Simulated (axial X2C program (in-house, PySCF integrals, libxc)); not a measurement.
## Potential curves of MoO⁺, 2c

Computed with an in-house relativistic program for diatomic molecules. Two-component (2c) means X2C with spin–orbit coupling and atomic mean-field two-electron Coulomb and Gaunt terms. Basis: Mo dyall-v3z [11s12p9d3f2g], O dyall-v3z [6s5p2d1f] (cores contracted in-house); Gaussian nuclei, density fitting, unrestricted open shells. Masses: Mo 97.905 u, O 15.995 u.

State: Ω = 3/2 (⟨Sz⟩ = 1.50, ⟨Lz⟩ = 0.00 at PBE50). Energies in cm⁻¹ from the fragments at the same level (Mo+ + O). Fits are polynomials in 1 − R0/R over 0.85 to 1.23 times the lowest point R0.

| R (Å) | PBE50 | PBE0 |
| --- | --- | --- |
| 1.4094 | -14937 | -22817 |
| 1.4742 | -22888 | -31496 |
| 1.5228 | -26122 | -35218 |
| 1.5714 | -27580 | -37105 |
| 1.6200 | -27695 | -37570 |
| 1.6767 | -26653 | -36775 |
| 1.7334 | -24896 | -34988 |
| 1.8063 | -22284 | -31888 |
| 1.8954 | -19123 | -27757 |
| 2.0250 | -14981 | -22125 |

Occupations by symmetry block were frozen at the best pattern of an incomplete PBE0 search. Dissociation energies refer to the lowest single-determinant-based atoms at the same level and basis. Density functionals use the spin component along the axis (collinear). In 2c an atomic determinant is not the ground J level, so De misses part of the atomic spin–orbit lowering. This holds for PBE50, PBE0. Other states lie close and PBE0, whose exact exchange favours high spin, may order them wrongly; the determinant shown need not be the ground state. The nearest other 2c determinant of the search, Ω = 5/2, lies 0.41 eV up at the distance of the search. The functionals have no current-density term, which raises determinants with orbital currents, atoms included. With several unpaired electrons one determinant need not be a pure state. This is the top spin component of a Σ state; components of lower Ω are not single determinants and can lie lower. The determinant is spin-polarised beyond a pure state at some levels (its spin-free form has ⟨S²⟩ too high), which makes Re and μ there less reliable.

Task: Fit the PBE50 curve near its minimum: give the equilibrium distance, the harmonic wavenumber and the well depth.

Result: At PBE50, 2c: Re = 1.600 Å, ωe ≈ 1070 cm⁻¹, De = 3.44 eV to Mo+ + O; Be follows as 0.479 cm⁻¹.

Task: Fit the PBE0 curve near its minimum: give the equilibrium distance, the harmonic wavenumber and the well depth.

Result: At PBE0, 2c: Re = 1.614 Å, ωe ≈ 1070 cm⁻¹, De = 4.66 eV to Mo+ + O; Be follows as 0.471 cm⁻¹.
